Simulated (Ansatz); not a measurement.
Al16N16H36, a nanocrystal cut from zinc blende AlN (hydrogen-capped). The state is a singlet with charge 0. Geometry r2SCAN-D4/def2-SVP; atoms count from 1.

```xyz
68

Al   -0.546   -1.738    2.811
Al   -2.889   -1.270    0.438
Al   -0.189    1.274    3.092
Al   -2.524    1.805    0.725
Al   -2.612   -2.710   -2.370
Al   -0.320   -3.162   -0.232
Al    0.028   -0.018    0.160
Al    2.497   -1.891   -0.583
Al    0.312   -1.429   -2.660
Al    2.212   -0.492    2.466
Al    2.881    1.333   -0.283
Al   -2.243    0.453   -1.994
Al   -1.859    3.628   -1.779
Al    0.693    1.777   -2.361
Al    0.429    3.137    0.356
Al    3.192   -0.091   -3.096
N    -0.137   -3.304    1.756
N    -2.174   -2.799   -0.437
N    -2.420   -1.624    2.351
N    -2.027    1.684    2.660
N     0.368   -0.238    2.085
N    -1.848    0.228   -0.088
N     0.597    2.868    2.333
N    -1.454    3.258    0.128
N     2.893   -1.936    1.378
N    -1.569   -1.129   -2.831
N     0.628   -1.595   -0.733
N     0.997    1.511   -0.444
N     3.374   -0.296   -1.131
N     1.260    0.147   -3.185
N     3.233    0.928    1.645
N    -1.202    1.960   -2.543
H    -0.325   -1.989    4.365
H    -4.469   -1.130    0.482
H     0.050    1.178    4.661
H    -4.093    2.030    0.776
H    -4.179   -2.418   -2.496
H    -2.005   -4.017   -3.062
H     0.205   -4.572   -0.737
H     3.101   -3.266   -1.097
H     0.805   -2.731   -3.424
H     2.575   -0.678    4.003
H     3.798    2.599   -0.552
H    -3.802    0.659   -2.224
H    -3.447    3.736   -1.921
H    -0.951    4.862   -2.233
H     1.491    3.047   -2.885
H     1.279    4.454    0.106
H     3.630   -1.474   -3.767
H     3.953    1.252   -3.512
H    -0.772   -4.063    2.031
H     0.777   -3.714    1.970
H    -2.713   -3.630   -0.155
H    -2.871   -2.519    2.577
H    -2.947   -0.975    2.941
H    -2.704    1.079    3.133
H    -2.263    2.603    3.055
H     0.149    3.691    2.754
H     1.575    3.009    2.599
H    -1.790    4.126    0.569
H     2.658   -2.866    1.736
H     3.919   -1.945    1.444
H    -1.758   -1.029   -3.840
H     4.392   -0.425   -1.044
H     1.100    0.261   -4.197
H     3.210    1.806    2.171
H     4.231    0.687    1.690
H    -1.387    2.092   -3.548
```

Single mean-field runs in def2-SVP are fitted with def2-universal-jkfit.

Estimate the Mulliken populations of the heavy atoms from the PBE0/def2-SVP orbitals of Ansatz.


```tsv
atom	charge (e)
Al1	0.66
Al2	0.68
Al3	0.66
Al4	0.68
Al5	0.43
Al6	0.68
Al7	0.78
Al8	0.68
Al9	0.63
Al10	0.66
Al11	0.68
Al12	0.63
Al13	0.43
Al14	0.63
Al15	0.68
Al16	0.43
N17	-0.52
N18	-0.78
N19	-0.52
N20	-0.52
N21	-1.02
N22	-1.03
N23	-0.52
N24	-0.78
N25	-0.52
N26	-0.77
N27	-1.03
N28	-1.03
N29	-0.78
N30	-0.77
N31	-0.52
N32	-0.77
```
Mulliken values and Mayer orders depend strongly on the basis.

And the Mayer bond orders between bonded heavy atoms (over 0.3, the first 40 of 46)?

Al1–N17 0.66 (1.93 Å); Al1–N19 0.66 (1.93 Å); Al1–N21 0.71 (1.90 Å); Al2–N18 0.72 (1.90 Å); Al2–N19 0.54 (2.00 Å); Al2–N22 0.70 (1.90 Å); Al3–N20 0.66 (1.93 Å); Al3–N21 0.71 (1.90 Å); Al3–N23 0.66 (1.93 Å); Al4–N20 0.54 (2.00 Å); Al4–N22 0.70 (1.90 Å); Al4–N24 0.72 (1.90 Å); Al5–N18 0.57 (1.98 Å); Al5–N26 0.62 (1.95 Å); Al6–N17 0.54 (2.00 Å); Al6–N18 0.72 (1.90 Å); Al6–N27 0.70 (1.90 Å); Al7–N21 0.67 (1.97 Å); Al7–N22 0.78 (1.91 Å); Al7–N27 0.78 (1.91 Å); Al7–N28 0.78 (1.91 Å); Al8–N25 0.54 (2.00 Å); Al8–N27 0.70 (1.90 Å); Al8–N29 0.72 (1.90 Å); Al9–N26 0.69 (1.91 Å); Al9–N27 0.60 (1.96 Å); Al9–N30 0.69 (1.91 Å); Al10–N21 0.71 (1.90 Å); Al10–N25 0.66 (1.93 Å); Al10–N31 0.66 (1.93 Å); Al11–N28 0.70 (1.90 Å); Al11–N29 0.72 (1.90 Å); Al11–N31 0.54 (2.00 Å); Al12–N22 0.60 (1.96 Å); Al12–N26 0.69 (1.91 Å); Al12–N32 0.69 (1.91 Å); Al13–N24 0.57 (1.98 Å); Al13–N32 0.62 (1.95 Å); Al14–N28 0.60 (1.96 Å); Al14–N30 0.69 (1.91 Å).
